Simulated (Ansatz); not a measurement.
Basis-set extrapolation for CH7ClOSSi2, SMILES `CO[SiH2]S[SiH2]Cl` (PBE0-D4/def2-TZVP geometry, frozen core, Ansatz 0.2.0). Multiplicity 1, RHF reference.

```
                       def2-TZVPP    def2-QZVPP
                 HF  -1551.946501  -1551.994385
    MP2 correlation     -1.019907     -1.105653
CCSD(T) correlation     -1.135794       not run
```

Energies in hartree. Use E(X) = E(∞) + A·exp(−7.88·√X) for Hartree–Fock and E(X) = E(∞) + B·X^(−2.97) for correlation, with X = 3 and 4, and add CCSD(T) minus MP2 of the smaller set to the MP2 limit.

Q: What is the CCSD(T) energy at the basis-set limit?

A: HF limit: -1551.994385 + (-0.047884) × 0.13774 = -1552.00098. MP2 limit: -1.105653 + (-0.085746) × 0.74074 = -1.16917. Higher-order term: -1.135794 − (-1.019907) = -0.11589. Total: -1553.28604 hartree, 5.54 eV below CCSD(T)/def2-TZVPP.
